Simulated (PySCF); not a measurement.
Relaxation of singlet H2PtS

Computed with PBE0 in PySCF with Pt def2-TZVP with ECP60, S def2-TZVP, H def2-TZVP; scalar-relativistic core potentials, no spin–orbit coupling; density-fitted integrals. A (50,194) grid was used.

A hand-made T-shaped (ligand arrangement 2) start, of C2v symmetry, held to at least that symmetry:

```xyz
4
charge 0 multiplicity 1, angstrom
Pt    0.0000    0.0000   -0.2881
S     0.0000    0.0000    1.7719
H     1.5491    0.0000   -0.2340
H    -1.5491    0.0000   -0.2340
```

Optimiser trace:
```
step  E − E(last) (kJ/mol)  largest gradient (Eh/bohr)
   0                 96.03                     0.06608
   1                 44.62                     0.02128
   2                 21.67                     0.01940
   3                 14.23                     0.01986
   4                  2.42                     0.01031
   5                  0.03                     0.00257
   6                  0.00                     0.00039
   7                  0.00                     0.00003
```

It ends at C2v with Pt–H 1.588 Å (×2), Pt–S 2.050 Å; H–Pt–H 140.0°, H–Pt–S 110.0° (×2). A frequency run shows 1 imaginary mode, down to 522i cm⁻¹, so it is a saddle point.

No spin–orbit coupling is included, which matters more the heavier the element.
